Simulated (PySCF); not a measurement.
Mapped SMILES: `[NH2:1][SiH2:2][CH2:3][SiH3:4]`. Each H is labelled by its parent atom.

Geometry: PBE0-D3(BJ)/def2-SVP; GIAO absolute shieldings from PySCF 2.14.0 with density-fitted response routines, gas phase, non-relativistic, averaged over equivalent atoms.

At PBE0/pcSseg-1 (127 basis functions, 9.5 s wall time on 1 thread of an Arm Neoverse V1, shared host):
```json
{"atoms": "N1", "σ (ppm)": "254.7"}
{"atoms": "Si2", "σ (ppm)": "381.2"}
{"atoms": "Si4", "σ (ppm)": "420.5"}
{"atoms": "C3", "σ (ppm)": "195.1"}
{"atoms": "H(Si2)", "σ (ppm)": "26.37"}
{"atoms": "H(Si4)", "σ (ppm)": "27.25"}
{"atoms": "H(N1)", "σ (ppm)": "31.29"}
{"atoms": "H(C3)", "σ (ppm)": "31.32"}
```

Estimate the result of repeating the calculation with KT3/pcSseg-2.

Results:


```csv
atoms,σ at KT3/pcSseg-2,change
N1,244.9,-9.8
Si2,387.5,+6.3
Si4,426.4,+5.9
C3,189.4,-5.7
H(Si2),26.42,+0.05
H(Si4),27.43,+0.18
H(N1),31.24,-0.05
H(C3),31.19,-0.13
```

The largest change is at N1 (nitrogen bonded to Si, 2 H). Cost: 284 basis functions, 43 s wall time on 1 thread of an Arm Neoverse V1, shared host.
